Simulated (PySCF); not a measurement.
Trends in electronic spectra. Computed with TDDFT PBE0/def2-SVPD, vertical, gas phase, core orbitals frozen in the response (PySCF 2.14.0, density-fitted response routines). Geometries: GFN2-xTB; one conformer of each isolated species. Triplets are in the Tamm–Dancoff approximation.

Question: Rank by computed lowest singlet excitation energy, highest first.
A. `N#Cc1cnccn1`
B. `C#C[C@H](N)CCN`
C. `N#CCC(C#N)C#N`
D. `[H]/N=C\C=N/C(C)C`
E. `C/C=N/C/C=N/C`
F. `O=S(=O)(/C=C\F)C(F)(F)F`
G. `[SiH3]/C=C/[SiH2]P`

Answer: C (7.53 eV), B (6.24 eV), F (5.98 eV), G (5.48 eV), E (5.03 eV), A (3.82 eV), D (3.43 eV).

```tsv
SMILES	S1 (eV)	f (S1)	T1 (eV)	α (au)	gap (eV)	HOMO (eV)	S1 mainly
N#CCC(C#N)C#N	7.53	0.004	6.30	65.7	9.27	-10.36	H→L (48%)
C#C[C@H](N)CCN	6.24	0.009	5.37	77.4	7.50	-6.83	H→L (80%)
O=S(=O)(/C=C\F)C(F)(F)F	5.98	0.002	4.28	66.5	7.37	-9.38	H→L (86%)
[SiH3]/C=C/[SiH2]P	5.48	0.001	4.13	108.5	6.55	-7.46	H→L (92%)
C/C=N/C/C=N/C	5.03	0.004	4.24	81.2	6.75	-7.03	H→L (78%)
N#Cc1cnccn1	3.82	0.002	3.18	73.5	5.49	-8.09	H→L (99%)
[H]/N=C\C=N/C(C)C	3.43	0.002	2.73	80.0	5.17	-7.09	H→L (99%)
```

H and L stand for HOMO and LUMO.

- `N#CCC(C#N)C#N`: Löwdin shares by element: HOMO nitrogen 48%, carbon 18% or more (atoms not listed hold the other 34%); LUMO nitrogen 36% or more, carbon 28% or more (atoms not listed hold the other 36%).
- `C#C[C@H](N)CCN`: Löwdin shares by element: HOMO nitrogen 58%, carbon 11% or more, hydrogen 6% or more (atoms not listed hold the other 26%); LUMO carbon 38% or more (atoms not listed hold the other 62%).
- `O=S(=O)(/C=C\F)C(F)(F)F`: Löwdin shares by element: HOMO oxygen 46%, carbon 14% or more, sulfur 11% (atoms not listed hold the other 29%); LUMO carbon 59% or more, sulfur 12%, fluorine 9% or more (atoms not listed hold the other 20%).
- `[SiH3]/C=C/[SiH2]P`: Löwdin shares by element: HOMO phosphorus 64%, silicon 14% or more, hydrogen 13% or more; LUMO carbon 65%, silicon 18% (atoms not listed hold the other 18%).
- `C/C=N/C/C=N/C`: Löwdin shares by element: HOMO nitrogen 60%, carbon 17% or more (atoms not listed hold the other 23%); LUMO carbon 38% or more, nitrogen 34% (atoms not listed hold the other 28%).
- `N#Cc1cnccn1`: Löwdin shares by element: HOMO nitrogen 56% or more, carbon 18% or more (atoms not listed hold the other 26%); LUMO nitrogen 38% or more, carbon 33% or more (atoms not listed hold the other 29%).
- `[H]/N=C\C=N/C(C)C`: Löwdin shares by element: HOMO nitrogen 57%, carbon 19% or more (atoms not listed hold the other 24%); LUMO nitrogen 52%, carbon 37% or more.
